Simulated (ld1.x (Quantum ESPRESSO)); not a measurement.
## sulfur (S): one change to a TM semilocal potential, before and after

- Element: sulfur (S)
- Generator: ld1.x (Quantum ESPRESSO) 7.5
- Type: norm-conserving Troullier–Martins (semilocal form)
- Functional: LDA (PZ)
- Relativity: non-relativistic
- Frozen core: [Ne]
- Valence charge: 6
- Reference configuration: 3s2 3p4
- Partial waves: 3p (bound): rc 1.15 bohr; 3s (bound): rc 1.10 bohr
- Local potential: the s channel
- Core correction: a·sin(br)/r model core inside 0.85 bohr

Change: all radii but the core radius scaled by about 1.25 (s 1.38, p 1.44 bohr).

Cutoffs: the cutoffs (Ry, on a coarse ladder) from which the occupation-weighted sum of valence levels, in a spherical-Bessel basis at the reference potential, stays within 10 and 1 mRy of its value at 400 Ry; they do not see the model core or the augmentation charge, which bear on the density cutoff. Errors are all-electron minus pseudo energies relative to the spin-unpolarised reference configuration.

Problem. What does the change do?

Solution. The potential gets softer (90 Ry and 180 Ry → 40 Ry and 60 Ry); of the 9 tests that both files solve, the error grows in 2 and shrinks in 5 by more than 15 % and 0.3 meV (median size 5.2 → 3.8 meV); neither file shows a bound ghost. A larger radius leaves more room for a smooth pseudo-wave, so fewer plane waves are needed. A semilocal file is local in each channel, so a ghost entry of none says nothing of the separable form that plane-wave codes build from it.

| quantity | base | changed |
| --- | --- | --- |
| cutoff, loose | 90 Ry | 40 Ry |
| cutoff, tight | 180 Ry | 60 Ry |
| loose cutoff by channel (10 mRy a level) | p 70 Ry, s 50 Ry | p 10 Ry, s 21 Ry |
| bound ghosts | none | none |
| error for 3s2 3p3, meV [ΔE 11.88 eV] | +5.2 | +3.8 |
| error for 3s2 3p2, meV [ΔE 34.26 eV] | +31 | +25 |
| error for 3s2 3p1, meV [ΔE 68.43 eV] | +92 | +82 |
| error for 3s2 3p4.3, meV [ΔE -1.74 eV] | +0.2 | +0.1 |
| error for 3s2 3p3.5, meV [ΔE 4.72 eV] | +1.0 | +0.7 |
| error for 3s1 3p5, meV [ΔE 10.11 eV] | +1.5 | +0.6 |
| error for 3s0 3p6, meV [ΔE 20.34 eV] | +6.2 | +2.5 |
| error for 3s2 3p4 (spin-polarised), meV [ΔE -0.71 eV] | +3.6 | +9.2 |
| error for 3s2 3p3 (spin-polarised), meV [ΔE 9.91 eV] | +13 | +30 |
